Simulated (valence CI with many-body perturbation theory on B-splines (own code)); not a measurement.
The numbers below are computed, except where a source is named.
**Cl12+: what the settings do**

Method: valence CI with perturbative core correlation (CI+MBPT): three valence electrons over a frozen Dirac-Fock core [He], radial functions for each j: 6 s, 6 p, 5 d, 3 f, 1 g, with the one-electron correlation potential Σ1 (screened to all orders), the two-electron term Σ2, the three-electron term Σ3, Breit, model QED; selected single and double excitations, second order for the rest, scaled by the run's own slope (own B-spline code, finite nucleus).

No measured spectrum was set against this ion. As an estimate, levels of excited configurations hold to 0.05 to 0.15 % of their energy, terms of the ground configuration to about 0.5 %.

The reference run has the lowest level 2s²2p ²P°_1/2 and an ionisation energy of 656.253 eV. Its largest variational space holds 3976 state functions.

Changed runs:
A. averaging of valence orbitals over low configurations on → off; scale of Σ2 1 → 0
B. shift of the energy in Σ1 (hartree) 0 → -1.875
C. orbitals per symmetry with explicit Σ2 and valence Breit (the others get mean screening factors) 5 → 1
D. factor on the speed of light 1 → 0.9 (bad on purpose)

Excitation energies of the reference run in cm⁻¹, and shifts in cm⁻¹:

```tsv
Level	Reference	A	B	C	D
2s²2p ²P°_3/2	17409	+2.1	-0.4	+0.9	+4124
2s2p² ⁴P_1/2	211023	+140	+8.7	-9.2	+3832
2s2p² ⁴P_3/2	217491	+141	+8.5	-7.8	+5531
2s2p² ⁴P_5/2	226358	+141	+8.3	-12	+7521
2s2p² ²D_3/2	378059	+572	+8.0	+16	+6368
2s2p² ²D_5/2	378601	+571	+8.0	+8.1	+6749
2s2p² ²S_1/2	477188	+465	+7.8	+95	+5067
2s2p² ²P_1/2	504569	+2015	+8.1	+28	+6982
2s2p² ²P_3/2	512665	+2280	+8.0	+8.9	+7941
2p³ ⁴S°_3/2	662901	+2326	+17	-6.5	+10202
2p³ ²D°_3/2	749800	+1828	+17	+4.7	+9753
2p³ ²D°_5/2	750859	+1824	+17	-19	+10470
Ionisation energy (eV)	656.253	+0.053	-0.0032	-0.0043	+0.535
```
